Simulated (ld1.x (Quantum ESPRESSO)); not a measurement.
What one change does to a pseudopotential (vanadium (V), TM)

V (Z = 23), norm-conserving Troullier–Martins (Kleinman–Bylander form), made with ld1.x (Quantum ESPRESSO) 7.5 (PBEsol, fully relativistic). Core [Ne], reference 3s2 3p6 3d3 4s0 4p0 (charge +2). Waves: 3s (bound): rc 0.85 bohr; 3p (bound): rc 1.55 bohr; 3d (bound): rc 2.20 bohr. Local part: the d channel. Core correction: a·sin(br)/r model core, default radius (core density twice the valence density).

Open shells are filled in proportion to 2j + 1 (rel_dist='average').

Change: local potential all-electron potential smoothed inside 0.65 bohr (lloc = -2).

Cutoffs: the cutoffs (Ry, on a coarse ladder) from which the occupation-weighted sum of valence levels, in a spherical-Bessel basis at the reference potential, stays within 10 and 1 mRy of its value at 400 Ry; they do not see the model core or the augmentation charge, which bear on the density cutoff. Errors are all-electron minus pseudo energies relative to the spin-unpolarised reference configuration.

Q: What does the change do?

A: Of the 7 tests that both files solve, the error grows in 1 and shrinks in 5 by more than 15 % and 0.3 meV (median size 499.2 → 210.5 meV); the range in which the p1/2 phases agree widens (upper end -1.8 → at the end of the scan); the range in which the p3/2 phases agree widens (upper end -1.7 → at the end of the scan); neither file shows a bound ghost.

```tsv
quantity	base	changed
cutoffs, loose and tight	140 Ry, 260 Ry	not determined
bound ghosts	none	none
error for 3s2 3p6 3d3 4s2 4p0, meV [ΔE -21.95 eV]	-631	+211
error for 3s2 3p6 3d3 4s1 4p0, meV [ΔE -14.20 eV]	-360	+139
error for 3s2 3p6 3d2 4s0 4p0, meV [ΔE 28.85 eV]	+98	+147
error for 3s2 3p6 3d3.5 4s1.5 4p0, meV [ΔE -21.90 eV]	-499	+124
error for 3s2 3p6 3d2 4s2 4p1, meV [ΔE -16.15 eV]	-752	+513
error for 3s2 3p6 3d1 4s0 4p0, meV [ΔE 74.68 eV]	+869	+994
error for 3s2 3p5 3d3 4s2 4p0, meV [ΔE 28.91 eV]	-475	+310
s: phases at 2.39 bohr within 0.05 rad from the reference energy up to (Ry; the scan ends near 5)	-2.2	-1.5
p1/2: phases at 2.39 bohr within 0.05 rad from the reference energy up to (Ry; the scan ends near 5)	-1.8	to the end of the scan
p3/2: phases at 2.39 bohr within 0.05 rad from the reference energy up to (Ry; the scan ends near 5)	-1.7	to the end of the scan
d3/2: phases at 2.39 bohr within 0.05 rad from the reference energy up to (Ry; the scan ends near 5)	-0.5	0.2
d5/2: phases at 2.39 bohr within 0.05 rad from the reference energy up to (Ry; the scan ends near 5)	-0.4	0.2
```
